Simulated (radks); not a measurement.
Values are calculated unless marked as measured or tabulated.
How relativity changes the ionisation of the tellurium ion Te39+ ([Ne] 3s2 3p1) to Te40+ ([Ne] 3s2). Spin-unpolarised spherical Kohn-Sham, PBE, point nucleus unless stated (finite: rms radius 4.7423 fm), a radial shooting solver on a logarithmic mesh with Libxc functionals. A level marked "c x" has the speed of light scaled by that factor and shares open shells by 2j + 1; other Dirac levels either fill j = l - 1/2 first or share by 2j + 1.

level                               E(Te39+) (hartree)  E(Te40+) (hartree)  IE (eV)   HOMO  <r> HOMO (bohr)
non-rel.                                   -5279.57218         -5180.35102   2699.9     3p           0.2815
scalar-rel.                                -5451.70490         -5350.95007   2741.7     3p           0.2764
scalar-rel., finite nucleus                -5451.49507         -5350.74006   2741.7     3p           0.2764
Dirac, 2j+1 shares                         -5453.68890         -5352.86215   2743.6  3p3/2           0.2785
Dirac, low j first                         -5455.45103         -5352.86215   2791.6  3p1/2           0.2706
Dirac, 2j+1 shares, finite nucleus         -5453.47847         -5352.65157   2743.6  3p3/2           0.2785
Dirac, c x 0.85                            -5528.05495         -5426.56840   2761.6  3p3/2           0.2774
Dirac, c x 2                               -5320.74191         -5221.13315   2710.5  3p3/2           0.2808
Dirac, c x 5                               -5286.06286         -5186.78026   2701.6  3p3/2           0.2814

NIST Atomic Spectra Database: 2788 eV (theoretical). The relativistic part of the total energy of Te39+ is -173.9 hartree (Dirac, 2j+1 shares, finite nucleus), 3.3 % of the non-relativistic value. Spin polarisation and multiplet splitting of open shells are left out at every level.

Beside tabulated values, note that relativity, absent from the non-relativistic runs, is large for the heavy elements, and spin-unpolarised runs miss the spin-polarisation part of the exchange energy of open shells.
